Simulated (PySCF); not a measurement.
# CdC: everyday levels beside a composite calculation

PySCF; the state is a triplet (π ↑↑). The composite is CCSD(T) extrapolated to the basis-set limit from two correlation-consistent sets, with core-valence (CV) and scalar-relativistic (SR) terms as its label shows; it has no spin–orbit coupling and nothing beyond (T). Here it is CCSD(T)/CBS(DT). It gives Re = 2.171 Å, ωe = 419 cm⁻¹ and De = 0.82 eV to Cd + C.

| level | basis | relativity | Re (Å) | ωe (cm⁻¹) | De (eV) |
| --- | --- | --- | --- | --- | --- |
| ROHF-MP2 | def2-SVP | scalar-relativistic core potentials | 2.177 | 364 | 0.56 |
| ROHF-SCS-MP2 | def2-SVP | scalar-relativistic core potentials | 2.219 | 326 | 0.41 |
| ROHF-CCSD(T) | def2-SVP | scalar-relativistic core potentials | 2.187 | 409 | 0.68 |
| PBE | x2c-TZVPPall | spin-free X2C | 2.160 | 414 | 1.27 |
| PBEsol | def2-SVP | scalar-relativistic core potentials | 2.126 | 445 | 1.45 |
| BP86 | def2-SVPD | scalar-relativistic core potentials | 2.163 | 412 | 1.19 |
| r²SCAN | cc-pVDZ-PP/cc-pVDZ | scalar-relativistic core potentials | 2.143 | 431 | 1.14 |
| r²SCAN | x2c-TZVPPall | spin-free X2C | 2.158 | 423 | 1.19 |
| PBE0 | def2-SVP | scalar-relativistic core potentials | 2.181 | 403 | 1.00 |
| PBE0 | def2-SVPD | scalar-relativistic core potentials | 2.180 | 405 | 1.02 |

Question: Give the difference of each row from the composite.

Answer: 

```tsv
level	basis	ΔRe (pm)	Δωe (%)	ΔDe (eV)
ROHF-MP2	def2-SVP	+0.6	-13.1	-0.26
ROHF-SCS-MP2	def2-SVP	+4.8	-22.2	-0.41
ROHF-CCSD(T)	def2-SVP	+1.6	-2.4	-0.14
PBE	x2c-TZVPPall	-1.1	-1.2	+0.45
PBEsol	def2-SVP	-4.5	+6.2	+0.63
BP86	def2-SVPD	-0.8	-1.7	+0.37
r²SCAN	cc-pVDZ-PP/cc-pVDZ	-2.8	+2.9	+0.32
r²SCAN	x2c-TZVPPall	-1.3	+1.0	+0.37
PBE0	def2-SVP	+1.0	-3.8	+0.18
PBE0	def2-SVPD	+0.9	-3.3	+0.20
```

Question: Which rows come closest in De?

Answer: ROHF-CCSD(T) in def2-SVP (-0.14 eV), counted from the composite.

Correlated steps freeze the inner cores (1 to 5 orbitals); shallow outer-core shells are correlated. Correlated levels converge slowly with the basis: in double zeta they bind strong bonds too weakly, by up to about 1 eV, and carry superposition errors of some tenths. Spin–orbit coupling is left out. The CCSD T1 diagnostic is raised in CdC, a sign that a single reference may not be enough there. The state was picked by a PBE0 search and need not be the measured ground state.
